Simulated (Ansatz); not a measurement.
Born–Oppenheimer molecular dynamics of BH$_{3}$NOS (7 atoms, charge -1, multiplicity 1). It starts at the highest image of a converged band, a first-order saddle point between two minima.

The calculation used RKS BHLYP/def2-SVP (Ansatz).

```json
{
 "ensemble": "NVE (velocity Verlet)",
 "time step": "0.5 fs",
 "steps asked": "200",
 "starting velocities drawn for": "300 K",
 "seed": "8453"
}
```

First frame:

```xyz
7
Properties=species:S:1:pos:R:3
N -0.433 1.134 -0.012
B 0.146 -0.113 0.026
O 1.458 -0.495 0.321
S -1.243 -1.308 -0.423
H 0.063 1.993 0.188
H -1.512 0.230 -0.357
H 1.521 -1.441 0.256
```

Task: How far do the bonds stretch over the last three quarters of this one trajectory? (Pairs bonded in most of those frames.)

Result: 
| bond | mean (Å) | spread (Å) | shortest | longest |
| --- | --- | --- | --- | --- |
| N1–B2 | 1.485 | 0.080 | 1.32 | 1.61 |
| N1–H5 | 1.028 | 0.071 | 0.90 | 1.14 |
| N1–H6 | 1.045 | 0.111 | 0.87 | 1.21 |
| B2–O3 | 1.416 | 0.061 | 1.31 | 1.52 |
| B2–S4 | 1.782 | 0.068 | 1.68 | 1.92 |
| O3–H7 | 0.959 | 0.025 | 0.91 | 1.01 |

Mean temperature of the second half: 1825 K. The conserved energy stayed within 2.9 meV per atom of its start (net change 0.67 meV per atom), so the integration is sound. The kinetic energy rose, since the run started high on the potential surface and went downhill. A run of 0.1 ps of so small a system gives no equilibrium averages. The orbitals stay closed-shell, which can raise the energy where a bond breaks towards radicals; this wasn't checked here. Limits of this set-up: an anion without diffuse functions.

The run took 8.1 min on 1 thread of Arm Neoverse V1 (shared host), peak memory 0.15 GiB.
